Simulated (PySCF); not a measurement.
**Finite-field polarisability of Be (beryllium, neutral)**

[He] 2s2, closed-shell 1S. Calculation: PySCF 2.14, in aug-cc-pCVQZ-DK (9s8p6d4f2g, 109 functions); scalar relativity by spin-free X2C-1e. Frozen: 1s2. Energy changes in a uniform field (μhartree):

| axis | F (au) | HF | MP2 | CCSD | CCSD(T) |
| --- | --- | --- | --- | --- | --- |
| x | 0.0021 | -100.529 | -93.807 | -83.670 | -83.670 |
| x | 0.0042 | -402.435 | -375.538 | -334.974 | -334.974 |

Task: Derive α along x at CCSD(T) from the two fields.

Result: With ΔE = −αF²/2 − γF⁴/24, α = −(16 ΔE(F) − ΔE(2F))/(6F²) = 37.93 bohr³.

Task: And the mean polarisability at each level?

Result: HF 45.58, MP2 42.53, CCSD 37.93, CCSD(T) 37.93 bohr³. Reference: 37.74 ± 0.03 bohr³ (recommended; Schwerdtfeger and Nagle, table of static dipole polarizabilities (2023 update)).
